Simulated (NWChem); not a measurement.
**Atomisation of sulfur trioxide (O$_{3}$S)**

```xyz
4

O      0.0000     0.0000     1.4514
S      0.0000     0.0000     0.0000
O     -1.2569     0.0000    -0.7257
O      1.2569     0.0000    -0.7257
```
Charge 0, spin multiplicity 1.

The numbers come from NWChem runs, not from measurements. Structure: optimised with B3LYP/def2-SVP, a minimum by its harmonic frequencies.

Basis set: def2-TZVP. The atomisation energy is electronic alone: no zero-point, thermal, spin-orbit or counterpoise terms. No value is extrapolated to the basis-set limit. Free atoms are single determinants with multiplicities O 3, S 3. Correlated methods freeze the same cores in atoms and molecule, 8 orbitals in all.

Relative cost: rough, from shared machines, SCF included, HF = 1. Costs are the molecule's.

B3LYP has NWChem's definition, with VWN1-RPA local correlation. GW and range-separated runs recompute their integrals, the others keep them in memory, which bears on the times. No SCF solution was tested for a lower state. Open-shell Hartree-Fock references start from PBE0 orbitals; any time given for them includes that run.

| method | atomisation energy (kcal/mol) | relative cost |
|---|---|---|
| HF | … | 1 |
| LDA (SVWN5) | … | under 3 |
| B3LYP | 330.3 | under 3 |
| PBE0 | 336.1 | under 3 |
| PBE | 374.3 | under 3 |
| M06-2X | 333.0 | under 3 |
| MP2 | 356.2 | under 3 |
| LC-wPBE (omega 0.3 per bohr) | 353.8 | 10 |
| CAM-B3LYP | 331.7 | 10 |

Question: Some entries are withheld; supply them.

Answer: 
- HF, atomisation energy (kcal/mol): 130.9
- LDA (SVWN5), atomisation energy (kcal/mol): 453.1
